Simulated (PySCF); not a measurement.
What does the PBE0-D3(BJ)/def2-SVP structure of InChI=1S/C4H10BN/c1-2-4-6-5-3-1/h5-6H,1-4H2 look like in three dimensions?

Z-matrix in Å and degrees, rows numbered from 1:
```
B 
C   1  1.5590
C   2  1.5712  1   94.74
C   3  1.5346  2  114.55  1    54.65
C   4  1.5384  3  112.58  2   -53.33
N   1  1.4469  2  116.75  3   -72.10
H   1  1.2153  2  120.91  3    84.15
H   2  1.0993  1  118.18  3  -115.12
H   2  1.1027  1  114.92  3   113.43
H   3  1.1047  2  108.89  1   -67.40
H   3  1.1024  2  108.94  1   177.91
H   4  1.1054  3  109.11  2    66.90
H   4  1.1032  3  109.78  2  -177.07
H   5  1.1039  4  109.86  3   -67.15
H   5  1.1034  4  111.23  3   174.91
H   6  1.0206  1  110.86  2   -35.21
```

The C–C distances run from 1.535 Å (C3–C4, drawn single) to 1.571 Å (C2–C3, drawn single), a spread of 0.036 Å. B1 (three-coordinate boron) has angles 120.9°, 118.0° and 116.8°, sum 355.7°, 0.17 Å off the plane of its three neighbours. N6 (boron-bound nitrogen) is pyramidal (angles 110.9°, 106.5° and 103.2°, sum 320.5°, 0.47 Å off the plane of its three neighbours). The 6-membered ring B1–C2–C3–C4–C5–N6 has internal angles of 94.7° to 116.8°; it is puckered, 0.26 Å rms from its mean plane, widest ring torsion 78°.

Computed with PBE0-D3(BJ)/def2-SVP geometry optimisation, gas phase (PySCF 2.14.0).

Point group: C1 (no symmetry element, even within 0.4 Å). No PBE0-D3(BJ)/def2-SVP frequencies stand behind this structure, so it isn't proved a minimum. One conformer, not necessarily the lowest (N6–B1–C2–C3 -72°, B1–C2–C3–C4 55°, C2–C3–C4–C5 -53°, C3–C4–C5–N6 52°).
